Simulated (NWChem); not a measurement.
CClF, singlet; SMILES F[C]Cl

Results from NWChem. Low-valent species are run as closed-shell singlets; no triplet was tried in these runs. Structure relaxed at the PBE0/def2-SVP level. Ions are spin-unrestricted doublets at the neutral geometry; other ion states weren't tried.

Among these, which level gives the highest value of “−ε(HOMO) (eV)”?
A. CAM-B3LYP/def2-SVP
B. PBE/def2-SVP
C. Hartree-Fock/def2-SVP
D. B3LYP/def2-SVP

C, Hartree-Fock/def2-SVP. Values: PBE/def2-SVP 6.26; B3LYP/def2-SVP 7.54; CAM-B3LYP/def2-SVP 9.24; Hartree-Fock/def2-SVP 11.62
